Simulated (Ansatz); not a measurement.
Basis-set extrapolation for C$_{6}$H$_{4}$N$_{2}$ (`N#Cc1ccccn1`) (PBE0-D4/def2-TZVP geometry, frozen core, Ansatz). Multiplicity 1, RHF reference.

```json
{"": "HF", "def2-TZVPP": "-338.545862", "def2-QZVPP": "-338.559383"}
{"": "MP2 correlation", "def2-TZVPP": "-1.301473", "def2-QZVPP": "-1.385989"}
{"": "CCSD(T) correlation", "def2-TZVPP": "-1.384184", "def2-QZVPP": "not run"}
```

Energies in hartree. Use E(X) = E(∞) + A·exp(−7.88·√X) for Hartree–Fock and E(X) = E(∞) + B·X^(−2.97) for correlation, with X = 3 and 4, and add CCSD(T) minus MP2 of the smaller set to the MP2 limit.

**Question.** What is the CCSD(T) energy at the basis-set limit?

**Answer.** HF limit: -338.559383 + (-0.013521) × 0.13774 = -338.56125. MP2 limit: -1.385989 + (-0.084516) × 0.74074 = -1.44859. Higher-order term: -1.384184 − (-1.301473) = -0.08271. Total: -340.09255 hartree, 426.7 kJ/mol below CCSD(T)/def2-TZVPP.
